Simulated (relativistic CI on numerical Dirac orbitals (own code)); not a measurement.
**Pt XL: sensitivity of the levels to the model**

Base calculation: Dirac-Coulomb-Breit CI, KLI orbitals optimised for each configuration, a model potential for QED, unscaled Slater integrals.

Configuration list (outside the closed core [Ar] 3d10): 4s2 4p6 4d3, 4s2 4p6 4d2 4f, 4s2 4p5 4d4, 4s 4p6 4d4, 4s 4p6 4d3 4f, 4s2 4p6 4d2 5s, 4s2 4p6 4d 4f 5s, 4s2 4p6 4d2 5p, 4s2 4p6 4d2 5d, 4s2 4p5 4d3 5s, 4s2 4p6 4d 4f2, 4s2 4p6 4f3, 4s 4p6 4d 4f3, 4s2 4p6 4f2 5s, 4s2 4p6 4f2 5p, 4s2 4p6 4d 5s2, 4s2 4p6 4f 5s2, 4s 4p6 4d 4f 5s2, 4s2 4p6 5s2 5p. Double excitations out of closed p, d and f shells are left out; levels of such configurations are missing from the list, as are those of other unlisted configurations, and high levels can miss mixing partners. These lack a partner that the ground configuration has and come out too high: 4s2 4p6 4d2 5d, 4s2 4p5 4d3 5s.

Variants: (1) valence Slater integrals scaled by 0.9; (2) configuration mixing switched off; (3) non-relativistic limit. Shifts of the energy above 4s2 4p6 4d3 4F_3/2, in cm⁻¹, for the lowest level and the first level of each name with at least 55 % of one term (blank where a level changes its place among those of its configuration and J or its character, or is not in the variant):

```
              Level    Base    Δ(1)   Δ(2)     Δ(3)
 4s2 4p6 4d3 4F_3/2       0       0      0        0
 4s2 4p6 4d3 4F_5/2  167594   +2619  -1905  -167594
 4s2 4p6 4d3 4P_1/2  206436   -1179  +1532  -163358
 4s2 4p6 4d3 4F_7/2  367698   +1707  -2276         
 4s2 4p6 4d3 2P_1/2  407776   -1583  +1553  -341644
4s2 4p6 4d3 2H_11/2  421575   -3588  -4169  -349238
 4s2 4p6 4d3 2F_7/2  448641   -6073  +1223  -334927
 4s2 4p6 4d3 2D_3/2  510145  -10470  +5154  -439372
```

At this charge energies of transitions that change n are usually good to better than 1 %, and those within a shell (Δn = 0) to a few per cent. Terms inside the open d or f shell come out 10 to 20 % too wide with unscaled integrals.

Ionisation energy from the two ground configurations alone: base 1820.63 eV. The NIST ASD value (theoretical) is 1821 eV.

LS names give the leading component of a level, which can be under half, so a name can repeat, a term be missing and a line seem to break the LS rules.
